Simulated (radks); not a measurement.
Spherical jellium clusters: N electrons in a uniform positive sphere of charge N and radius rs N^(1/3), rs = 2.53 bohr. Method: non-relativistic Kohn-Sham, PBE, spin-polarised, spherical densities; computed with a radial shooting solver with Libxc functionals. Levels are named by radial order and angular momentum (1s, 1p, 1d, 2s, ...), and open shells are averaged over m. Each electron was tried in the lowest free levels, single moves between levels near the top were tried too, and the lowest total energy was kept; such a search can miss a lower state. Energies include the self-energy of the background; IP and EA are vertical (highest electron removed, lowest free level filled), at fixed background; spill-out counts the electrons outside the background radius R, and alpha is the static dipole polarisability from linear response (closed shells only). A dash means not computed or, for alpha, an open shell; in EA it means that no bound solution was reached, which is typical of self-interaction and does not show that the anion is unstable. Real open-shell clusters deform, which this model forbids.

N                         open shells  2S  E(N+1) + E(N-1) - 2E(N) (eV)  IP (eV)  -e(HOMO) (eV)  spill-out (e)
1                    1s(up 1, down 0)   1                             -        -          4.020           0.53
2                                none   0                         2.124    7.310          4.523           0.76
3                    1p(up 1, down 0)   1                        -1.023    4.601          2.419           1.16
4                    1p(up 2, down 0)   2                        -0.852    5.686          3.335           1.42
5                    1p(up 3, down 0)   3                         0.586    6.325          3.954           1.59
6                    1p(up 3, down 1)   2                        -0.819    5.513          3.461           1.78
7                    1p(up 3, down 2)   1                        -0.573    6.205          4.069           1.92
8                                none   0                         2.602    6.636          4.493           2.04
9                    1d(up 1, down 0)   1                        -0.486    3.901          2.075           2.30
10                   1d(up 2, down 0)   2                        -0.440    4.438          2.588           2.50
11                   1d(up 3, down 0)   3                        -0.391    4.856          3.000           2.67
12                   1d(up 4, down 0)   4                        -0.346    5.194          3.341           2.82
13                   1d(up 5, down 0)   5                         0.448    5.472          3.629           2.94
14  1d(up 5, down 0) 2s(up 1, down 0)   6                         0.016    4.953          3.305           3.24
15  1d(up 5, down 1) 2s(up 1, down 0)   5                        -0.503    5.032          3.332           3.35
16                   1d(up 5, down 3)   2                        -0.328    5.385          3.658           3.31
17                   1d(up 5, down 4)   1                        -0.256    5.627          3.906           3.41
18                               none   0                         0.192    5.830          4.119           3.51
19                   2s(up 1, down 0)   1                         0.367    5.586          3.960           3.72
20                               none   0                         1.431    5.240          3.721           3.96
21                   1f(up 1, down 0)   1                        -0.260    3.868          2.311           4.11
22                   1f(up 2, down 0)   2                        -0.240    4.116          2.563           4.24
23                   1f(up 3, down 0)   3                        -0.223    4.335          2.787           4.36
24                   1f(up 4, down 0)   4                        -0.207    4.530          2.988           4.46
25                   1f(up 5, down 0)   5                        -0.192    4.705          3.170           4.56
26                   1f(up 6, down 0)   6                        -0.179    4.863          3.336           4.66
27                   1f(up 7, down 0)   7                         0.573    5.007          3.487           4.74
28                   1f(up 7, down 1)   6                        -0.211    4.398          2.931           4.84
29                   1f(up 7, down 2)   5                        -0.192    4.587          3.123           4.93
30                   1f(up 7, down 3)   4                        -0.177    4.755          3.296           5.01
31                   1f(up 7, down 4)   3                        -0.163    4.906          3.452           5.09
32                   1f(up 7, down 5)   2                             -    5.043          3.595           5.17

All shells are closed at N = 2, 8, 18, 20 (there: 1s2 1p6 1d10 2s2); the second difference of the energy has clear peaks (12 % above both neighbours; the first and last values, which can be the largest, are not judged, and half-filled shells can peak too) at N = 5, 8, 13, 20, 27.
